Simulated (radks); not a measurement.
The nuclear charge of the hafnium ion Hf2+ is varied continuously with 70 electrons held in [Xe] 4f14 5d2. All-electron calculation, Dirac Kohn-Sham, LDA (Slater exchange, Perdew-Wang correlation), spin-unpolarised, spherical densities, finite nucleus; open shells fill j = l - 1/2 first; Fermi nuclear charge, rms radius 5.347 fm. Program: a radial shooting solver on a logarithmic mesh with Libxc functionals. By the Hellmann-Feynman theorem dE/dZ = E(electron-nucleus)/Z, the electronic potential at the nucleus (averaged over a nucleus of fixed radius).

| Z | E (hartree) | E(electron-nucleus)/Z (hartree) | HOMO | e(HOMO) (eV) | <r> HOMO (bohr) |
|---|---|---|---|---|---|
| 71 | -14570.0151 | -510.196 | 5d3/2 | -7.151 | 2.582 |
| 71.25 | -14697.9113 | -512.973 | 5d3/2 | -9.379 | 2.415 |
| 71.5 | -14826.5015 | -515.749 | 5d3/2 | -11.813 | 2.282 |
| 71.75 | -14955.7859 | -518.526 | 5d3/2 | -14.430 | 2.173 |
| 72 | -15085.7648 | -521.306 | 5d3/2 | -17.213 | 2.081 |
| 72.25 | -15216.4390 | -524.088 | 5d3/2 | -20.149 | 2.002 |
| 72.5 | -15347.8090 | -526.873 | 5d3/2 | -23.227 | 1.933 |
| 72.75 | -15479.8758 | -529.662 | 5d3/2 | -26.439 | 1.872 |
| 73 | -15612.6403 | -532.455 | 5d3/2 | -29.778 | 1.817 |

The central difference of E at Z = 72 is -521.306 hartree, to compare with the third column; the second derivative is -11.1 hartree.
